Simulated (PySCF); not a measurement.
# Ionisation energy of Pt²⁺ by level of theory

Pt²⁺ [Xe] 4f14 5d8 (3F) → Pt³⁺ [Xe] 4f14 5d7 (4F), as a difference of total energies. Computed with PySCF 2.14 in def2-QZVPPD with the def2 core potential (60 electrons) (7s5p4d4f2g, 88 functions), with a scalar-relativistic core potential. Correlated levels: valence: 5s2 5p6 frozen. The calculations carry no spin-orbit coupling.

```json
{"method": "UHF", "ionisation energy (eV)": "29.173"}
{"method": "MP2 (valence)", "ionisation energy (eV)": "30.749"}
{"method": "SCS-MP2 (valence)", "ionisation energy (eV)": "30.782"}
{"method": "CCSD (valence)", "ionisation energy (eV)": "30.606"}
{"method": "CCSD(T) (valence)", "ionisation energy (eV)": "30.688"}
```

**Question.** How much does correlation contribute at CCSD(T) (valence)?

**Answer.** 30.688 − (29.173) = 1.515 eV, measured against UHF.

The reference lies between the lowest fine-structure levels, while these numbers refer to the centres of the terms.

Errors of the correlated levels include the incompleteness of this basis and the frozen core.

For comparison: 29 ± 1.6 eV (theoretical estimate listed by NIST; NIST Atomic Spectra Database, ionization energies).
